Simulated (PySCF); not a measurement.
# Frontier levels across methods

Compound: C2H7BF2O.
Cartesian coordinates in Å at the PBE0-D3(BJ)/def2-SVP level; atoms count from 1:
```xyz
13
C2H7BF2O angstrom
B     -0.6203   -0.7397   -1.2875
O      0.0084    0.3366   -0.1028
C     -0.8240    0.4346    1.0556
C      1.3763    0.3458    0.1577
F      1.7758   -0.8569    0.5653
F      2.0072    0.6631   -0.9542
H      0.3131   -0.8835   -2.0450
H     -1.5540   -0.0803   -1.7051
H     -0.9193   -1.7141   -0.6190
H     -0.5383    1.3264    1.6321
H     -0.7352   -0.4775    1.6621
H     -1.8467    0.5360    0.6794
H      1.5849    1.0888    0.9477
```

Basis pcSseg-1 throughout (PySCF), one geometry. Isolated species at its PBE0-D3(BJ)/def2-SVP geometry (one conformer only).

How do the orbital energies, the gap and the dipole change with the method?

```csv
method,kind,HOMO (eV),LUMO (eV),gap (eV),μ (D),SCF cycles
BLYP,GGA,-6.66,-0.08,6.58,5.32,14
OPBE,GGA,-6.66,0.17,6.83,5.29,14
PBE,GGA,-6.73,-0.07,6.66,5.31,14
B97-D,GGA,-6.75,0.07,6.82,5.33,14
LDA,LDA,-6.79,-0.33,6.45,5.39,14
KT2,GGA,-6.81,-0.11,6.71,5.25,14
BP86,GGA,-6.84,-0.03,6.81,5.35,14
KT3,GGA,-6.85,-0.15,6.70,5.22,14
B97-2,global hybrid,-7.91,0.81,8.71,5.44,14
B3LYP,global hybrid,-7.96,0.43,8.39,5.44,12
PBE0,global hybrid,-8.16,0.79,8.95,5.46,13
mPW1PW91,global hybrid,-8.20,0.78,8.98,5.46,13
BHandHLYP,global hybrid,-9.55,1.43,10.98,5.58,12
CAM-B3LYP,range-separated hybrid,-9.64,1.60,11.24,5.52,12
wB97X-D,range-separated hybrid,-10.13,2.64,12.77,5.50,13
LC-wPBE,range-separated hybrid,-11.05,2.97,14.02,5.55,14
HF,Hartree–Fock,-11.69,3.58,15.28,5.76,10
```

The HOMO spans 5.04 eV, from BLYP down to HF, and the gap runs from 6.45 eV (LDA) to 15.28 eV (HF). Over the methods BLYP (0 %), OPBE (0 %), PBE (0 %), B97-D (0 %), LDA (0 %), KT2 (0 %), BP86 (0 %), KT3 (0 %), B97-2 (21 %), B3LYP (20 %), PBE0 (25 %), mPW1PW91 (25 %), BHandHLYP (50 %), HF (100 %), a straight line through the gap against the share of exact exchange rises by 0.86 eV for each 10 % (correlation coefficient 0.999). The dipole ranges from 5.22 D (KT3) to 5.76 D (HF). This basis has no diffuse functions.
